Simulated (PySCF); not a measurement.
Compound: C3H10BP.
Numbering: `[CH3:1][CH:2]([CH3:3])[BH:4][PH2:5]` (hydrogens: H6, H7, H8 on C1; H9 on C2; H10, H11, H12 on C3; H13 on B4; H14, H15 on P5)

Torsions of this conformer, `[CH3:1][CH:2]([CH3:3])[BH:4][PH2:5]`: C1–C2–B4–P5 -132°, H–P5–B4–C2 -141°, H–P5–B4–C2 -38°.

The closed-shell ground state was solved at several levels (PySCF, density fitting, gas phase, non-relativistic). Geometry: PBE0-D3(BJ)/def2-SVP, one conformer, isolated molecule.

```csv
level,basis functions,HOMO (eV),LUMO (eV),gap (eV),dipole (D)
B97-2/pcSseg-1,142,-7.05,-1.30,5.75,1.13
PBE0/cc-pVDZ,124,-7.17,-1.17,6.00,1.03
PBE0/IGLO-III,284,-7.25,-1.30,5.95,0.94
BP86/pcSseg-1,142,-6.31,-2.30,4.01,1.09
KT2/pcSseg-1,142,-6.26,-2.26,4.00,1.05
PBE0/pcSseg-1,142,-7.29,-1.32,5.97,1.13
BLYP/pcSseg-1,142,-6.04,-2.04,4.00,0.99
mPW1PW91/pcSseg-1,142,-7.31,-1.31,6.00,1.13
KT3/pcSseg-1,142,-6.24,-2.15,4.09,1.02
CAM-B3LYP/pcSseg-1,142,-8.55,-0.19,8.36,1.08
wB97X-D/pcSseg-1,142,-9.13,0.51,9.64,1.18
PBE0/6-31G,69,-7.12,-0.98,6.14,1.47
```

(1) What might B3LYP/pcSseg-1 (142 basis functions) give for the same quantities?

(2) How much does the basis alone move the frontier levels among the 4 PBE0 rows?

(3) In the pcSseg-1 basis, how does the gap go with the fixed share of exact exchange?

(4) How far do the dipole and the HOMO energy spread over the levels?

## Answers

(1) HOMO -7.07 eV, LUMO -1.48 eV, gap 5.59 eV, dipole 1.04 D.

(2) The HOMO by 0.17 eV and the LUMO by 0.34 eV. By rising basis size (HOMO, LUMO in eV): 6-31G -7.12, -0.98; cc-pVDZ -7.17, -1.17; pcSseg-1 -7.29, -1.32; IGLO-III -7.25, -1.30.

(3) KT2 (0 %) 4.00 eV; BLYP (0 %) 4.00 eV; BP86 (0 %) 4.01 eV; KT3 (0 %) 4.09 eV; B3LYP (20 %) 5.59 eV; B97-2 (21 %) 5.75 eV; PBE0 (25 %) 5.97 eV; mPW1PW91 (25 %) 6.00 eV. Each rise in the share widens the gap here.

(4) The dipole runs from 0.94 to 1.47 D (mean 1.10 D) and the HOMO from -9.13 to -6.04 eV.
